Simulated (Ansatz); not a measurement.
Gas-phase electronic energies from Ansatz, PBE0-D4/def2-TZVP geometries. CBS: MP2 limit from def2 TZ/QZ plus the TZ coupled-cluster correction, frozen cores. This one scheme is used for every species. DFT in def2-TZVPP. B3LYP here is the variant with VWN-RPA as its local correlation; programs differ in this. Elements past krypton have def2 core potentials. For Sn outer-core shells are correlated without core-valence functions, which leaves a few kJ/mol of doubt a bond. Each species was taken in one conformer, which may not be the lowest.

Reaction (cleavage of the Sn–B bond): `[BH2][SnH2][SiH3]` + `N[SiH3]` → `[SiH3][NH][SnH2][SiH3]` + BH₃

```tsv
level	ΔE (kJ/mol)
B2PLYP	-5.9
B3LYP	1.5
MP2/def2-TZVPP	-12.6
CCSD(T)/def2-TZVPP	-8.4
```

**Question.** What does CCSD(T)/CBS give? (Best estimate.)

**Answer.** Ansatz gave: -10.4 kJ/mol. The listed levels differ from it by 4.5, 11.9, -2.2, 2.0 kJ/mol.

Largest T1 diagnostic among the species: 0.014.

The D4 term adds −10.9 kJ/mol with B3LYP and −6.2 kJ/mol with PBE0; it sums over pairs of atoms, weighted by their polarisabilities, and B3LYP, whose exchange is more repulsive, gets the larger term. From PBE to PBE0 (25 % exact exchange), in def2-TZVPP and without D4, ΔE moves by −3.7 kJ/mol.
